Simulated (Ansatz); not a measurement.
Ga8Sb8H22⁻, a nanocrystal cut from wurtzite GaSb (hydrogen-capped). The state is a doublet with charge -1. Geometry r2SCAN-D4/def2-SVP, that of the neutral singlet; atoms count from 1.

```xyz
38

Ga    4.198   -1.752   -2.305
Sb    2.046   -1.517   -3.951
Sb    2.837   -1.226   -0.056
Ga    1.951    1.270    0.072
Ga   -0.410   -0.870   -3.128
Sb   -0.070    1.339   -1.688
Sb    0.796    1.770    2.406
Ga    0.054    4.329    2.696
Ga   -2.422    2.087   -0.700
Sb   -1.871    4.242    0.777
Ga    1.003   -3.070    0.428
Sb   -1.014   -2.637   -1.248
Sb   -0.015   -2.295    2.781
Ga   -1.165    0.110    3.041
Ga   -3.391   -2.284   -0.031
Sb   -2.907    0.143    1.034
H     5.131   -0.550   -2.655
H     4.600   -3.261   -2.342
H     2.404   -0.478   -5.251
H     1.858   -2.927   -4.884
H     3.924   -1.363    1.250
H     3.047    2.324   -0.301
H    -1.444   -0.732   -4.292
H     0.353    2.548   -2.810
H     2.007    1.448    3.562
H     1.166    5.271    2.137
H    -0.703    4.512    4.050
H    -3.528    2.332   -1.777
H    -1.678    5.531   -0.316
H    -3.364    4.755    1.411
H     1.524   -4.544    0.484
H    -1.118   -4.111   -2.094
H     1.243   -2.375    3.924
H    -0.988   -3.514    3.458
H    -1.780    0.304    4.466
H    -4.502   -2.147   -1.120
H    -3.423   -3.291    1.170
H    -4.348    0.631    1.800
```

In the def2 sets Sb takes a core potential; there is no spin–orbit coupling. Single mean-field runs in def2-TZVP are fitted with def2-universal-jkfit.

(1) Estimate the Mulliken populations of the heavy atoms from the PBE0/def2-TZVP orbitals of Ansatz.

(2) Where does the spin sit?

(3) And the Mayer bond orders between heavy atoms (over 0.3)?

## Answers

(1) 
| atom | charge (e) | spin (α − β) |
| --- | --- | --- |
| Ga1 | 0.06 | 0.09 |
| Sb2 | -0.03 | 0.06 |
| Sb3 | -0.12 | 0.00 |
| Ga4 | 0.03 | 0.10 |
| Ga5 | 0.06 | 0.06 |
| Sb6 | -0.16 | 0.12 |
| Sb7 | -0.12 | 0.00 |
| Ga8 | 0.06 | 0.09 |
| Ga9 | 0.06 | 0.06 |
| Sb10 | -0.03 | 0.06 |
| Ga11 | 0.07 | 0.04 |
| Sb12 | -0.13 | 0.06 |
| Sb13 | 0.02 | 0.00 |
| Ga14 | 0.07 | 0.04 |
| Ga15 | 0.08 | -0.02 |
| Sb16 | -0.13 | 0.06 |
Mulliken values depend strongly on the basis.

(2) Summed by element: Ga 0.47, Sb 0.36, H 0.18, of 1 unpaired in all. Largest on single atoms: Sb6 0.12, Ga4 0.10, Ga1 0.09.

(3) Ga1–Sb2 0.68 (2.72 Å); Ga1–Sb3 0.71 (2.68 Å); Sb2–Ga5 0.67 (2.67 Å); Sb3–Ga4 0.76 (2.65 Å); Sb3–Ga11 0.79 (2.65 Å); Ga4–Sb6 0.80 (2.68 Å); Ga4–Sb7 0.76 (2.65 Å); Ga5–Sb6 0.77 (2.66 Å); Ga5–Sb12 0.78 (2.65 Å); Sb6–Ga9 0.77 (2.66 Å); Sb7–Ga8 0.71 (2.68 Å); Sb7–Ga14 0.79 (2.65 Å); Ga8–Sb10 0.68 (2.72 Å); Ga9–Sb10 0.67 (2.67 Å); Ga9–Sb16 0.78 (2.65 Å); Ga11–Sb12 0.81 (2.66 Å); Ga11–Sb13 0.72 (2.68 Å); Sb12–Ga15 0.71 (2.69 Å); Sb13–Ga14 0.72 (2.68 Å); Ga14–Sb16 0.81 (2.66 Å); Ga15–Sb16 0.71 (2.69 Å).
